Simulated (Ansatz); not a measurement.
MgI₂⁺. Charge 1, multiplicity 2. Geometry r2SCAN-D4/def2-TZVP, that of the neutral singlet; atoms count from 1.

```xyz
3

Mg    0.0034    0.0000    0.0008
I    -0.3867   -1.8623    1.6676
I     0.3833    1.8623   -1.6683
```

In the def2 sets I takes a core potential; there is no spin–orbit coupling. The structure comes from a short search, and lower isomers may exist.

Q: Estimate the Mulliken populations from the PBE0/def2-TZVP orbitals of Ansatz.

A: 
| atom | charge (e) | spin (α − β) |
| --- | --- | --- |
| Mg1 | 0.84 | -0.03 |
| I2 | 0.08 | 0.52 |
| I3 | 0.08 | 0.52 |
Mulliken values and Mayer orders depend strongly on the basis.

Q: Where does the spin sit?

A: Summed by element: Mg -0.03, I 1.03, of 1 unpaired in all. Largest on single atoms: I2 0.52, I3 0.52, Mg1 -0.03.

Q: And the Mayer bond orders between bonded heavy atoms (over 0.3)?

A: Mg1–I2 0.91 (2.53 Å); Mg1–I3 0.91 (2.53 Å). Values over 0.3 also appear between atoms too far apart for a bond (I2–I3 0.46 at 5.06 Å); they arise where an orbital or an unpaired electron spreads over both atoms.
